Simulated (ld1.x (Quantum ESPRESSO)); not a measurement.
Cu: one change to a TM potential, before and after

| Item | Value |
| --- | --- |
| Element | Cu (Z = 29) |
| Generator | ld1.x (Quantum ESPRESSO) 7.5 |
| Type | norm-conserving Troullier–Martins (Kleinman–Bylander form) |
| Functional | Wu–Cohen |
| Relativity | scalar-relativistic |
| Frozen core | [Ar] |
| Valence charge | 11 |
| Reference configuration | 3d9 4s0 4p0 (charge +2) |
| Partial waves | 4s (bound, empty): rc 1.50 bohr; 4p (bound, empty): rc 2.00 bohr; 3d (bound): rc 1.00 bohr |
| Local potential | the d channel |
| Core correction | a·sin(br)/r model core, default radius (core density twice the valence density) |

Change: reference 3d10 4s1 4p0.

Cutoffs: the cutoffs (Ry, on a coarse ladder) from which the occupation-weighted sum of valence levels, in a spherical-Bessel basis at the reference potential, stays within 10 and 1 mRy of its value at 400 Ry; they do not see the model core or the augmentation charge, which bear on the density cutoff. Errors are all-electron minus pseudo energies relative to the spin-unpolarised reference configuration.

Q: What does the change do?

A: Both files keep a bound ghost (p, s); the range in which the s phases agree widens (upper end 0.3 → 1.4); the range in which the d phases agree widens (upper end 0.8 → 2.5).

| quantity | base | changed |
| --- | --- | --- |
| cutoff, loose | 230 Ry | 230 Ry |
| cutoff, tight | over 300 Ry | over 300 Ry |
| bound ghosts | s, p | s, p |
| largest error over its own tests, meV | -229 | -1707 |
| s: phases at 2.20 bohr within 0.05 rad from the reference energy up to (Ry; the scan ends near 5) | 0.3 | 1.4 |
| p: phases at 2.20 bohr within 0.05 rad from the reference energy up to (Ry; the scan ends near 5) | 2.5 | 3.0 |
| d: phases at 2.20 bohr within 0.05 rad from the reference energy up to (Ry; the scan ends near 5) | 0.8 | 2.5 |

 A true bound ghost makes a file unfit for plane-wave use even where its test errors are small: the radial tests pick states by their node count and pass the ghost by.
